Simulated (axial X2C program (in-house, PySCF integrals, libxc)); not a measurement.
Potential curves of TeS, with spin–orbit coupling

Computed with an axial X2C code built on PySCF integrals. Two-component (2c) means X2C with spin–orbit coupling and atomic mean-field two-electron Coulomb and Gaunt terms. Basis: Te dyall-cv3z [11s12p8d4f1g], S dyall-av3z [9s8p3d2f] (cores contracted in-house); Gaussian nuclei, density fitting, unrestricted open shells. Masses: Te 129.906 u, S 31.972 u.

State: Ω = 1 (⟨Sz⟩ = 1.00, ⟨Lz⟩ = 0.00 at PBE). Energies in cm⁻¹ from the fragments at the same level (Te + S). Fits are polynomials in 1 − R0/R over 0.85 to 1.23 times the lowest point R0.

```csv
R (Å),PBE
2.1009,-28120
2.1679,-29863
2.2350,-30561
2.3132,-30396
2.3914,-29472
2.4920,-27543
```

The state is a single determinant with fixed occupations, the lowest that a limited PBE0 search found. Dissociation energies refer to the lowest single-determinant-based atoms at the same level and basis. Density functionals use the spin component along the axis (collinear). A 2c atom that is not at its ground J level misses part of its spin–orbit lowering, and De is too large by that part (0.04 eV or less for light atoms). This holds for PBE. Other states lie close and PBE0, whose exact exchange favours high spin, may order them wrongly; the determinant shown need not be the ground state. The nearest other 2c determinant of the search, Ω = 0, lies 0.27 eV up at the distance of the search. Without a current term, density functionals place determinants with orbital angular momentum somewhat too high. With several unpaired electrons one determinant need not be a pure state. Open-shell Ω = 0 determinants with evenly filled partner blocks cannot be reached by this program, so the Ω shown need not be the lowest component. This is the Ω = 1 component of a π² triplet; the 0⁺ component is not one determinant and can lie lowest.

Task: What are Re, ωe and De at the PBE level?

Result: At PBE, 2c: Re = 2.259 Å, ωe ≈ 454 cm⁻¹, De = 3.79 eV to Te + S; Be follows as 0.129 cm⁻¹.
